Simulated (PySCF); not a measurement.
# Molecular orbitals of PbO

PBE at R = 1.942 Å; Pb def2-SVPD with ECP60, O def2-SVPD; scalar-relativistic core potentials (PySCF 2.14). State: ¹Σ⁺ (singlet), closed shell. Only the outer orbitals are listed, counted within each symmetry, core potentials removing the inner ones.

```
orbital  occ.  ε (eV)  on Pb (%)          main shells (%)
     5σ     2  -19.50         44          55 O s, 40 Pb d
     6σ     2  -11.96         85           83 Pb s, 8 O p
     7σ     2   -6.30         34  63 O p, 25 Pb p, 8 Pb s
     3π     2   -6.27         17          83 O p, 16 Pb p
     3π     2   -6.27         17          83 O p, 16 Pb p
     4π     0   -3.02         87          85 Pb p, 14 O p
     4π     0   -3.02         87          85 Pb p, 14 O p
```

**Question.** Which are the highest filled and the lowest empty level, where do they sit, and how wide is the gap?

**Answer.** Highest filled 3π at -6.27 eV (in %: 83 O p, 16 Pb p); lowest empty 4π at -3.02 eV (in %: 85 Pb p, 14 O p); the gap at PBE is 3.25 eV.

```json
{"bond order (Mayer)": "1.70", "⟨S²⟩": "0.000", "charge on Pb (Mulliken, basis-dependent)": "0.90", "charge on Pb (Löwdin, basis-dependent)": "0.98", "dipole moment (positive dipole means Pb(−)O(+))": "-4.61 D", "polarisability along the bond": "61.3 bohr³", "polarisability across the bond": "36.6 bohr³"}
```

These are scalar-relativistic numbers at best; spin–orbit coupling would shift them, the dissociation energy most.
